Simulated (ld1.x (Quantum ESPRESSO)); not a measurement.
## An all-electron radial function and its pseudo partner (Cu)

Columns: radius, all-electron u(r) and pseudo u(r) of the 3p shell (level -80.79 eV) of copper in the configuration [Ne] 3s2 3p6 3d10 4s0 4p0; PBE, scalar-relativistic, TM scheme, ld1.x (Quantum ESPRESSO) 7.5.

```csv
r (bohr),all-electron,pseudo
0.055,0.3714,-0.0264
0.110,0.6438,-0.1031
0.165,0.5668,-0.2231
0.220,0.2702,-0.3755
0.275,-0.1027,-0.5462
0.330,-0.4600,-0.7201
0.385,-0.7570,-0.8825
0.440,-0.9786,-1.0206
0.495,-1.1265,-1.1259
0.550,-1.2100,-1.1938
0.605,-1.2419,-1.2246
0.660,-1.2345,-1.2218
0.715,-1.1988,-1.1915
0.770,-1.1440,-1.1406
0.825,-1.0772,-1.0760
0.880,-1.0037,-1.0033
0.935,-0.9274,-0.9274
0.990,-0.8513,-0.8513
1.045,-0.7771,-0.7771
1.100,-0.7063,-0.7063
1.155,-0.6395,-0.6395
1.210,-0.5773,-0.5773
1.265,-0.5197,-0.5197
1.320,-0.4668,-0.4668
1.375,-0.4185,-0.4185
1.430,-0.3745,-0.3745
```

(1) How many radial nodes do the two functions have?

(2) At about which radius was the pseudo-wave matched?

(3) Where does each function peak?

(4) Is the pseudo-wave norm-conserving?

## Answers

(1) The all-electron 3p function has n − l − 1 = 1; the pseudo-wave has 0, since the states of the same l below it are removed with the core.

(2) 1.10 bohr. The columns agree to 0.0005 from 0.88 bohr on; several derivatives are matched, so the curves merge somewhat inside the radius.

(3) Outermost all-electron maximum near 0.60 bohr, pseudo maximum near 0.60 bohr (to the table’s step).

(4) Yes: the TM scheme keeps the norm inside the radius equal to the all-electron one, which fixes the energy derivative of the logarithmic derivative at the level.
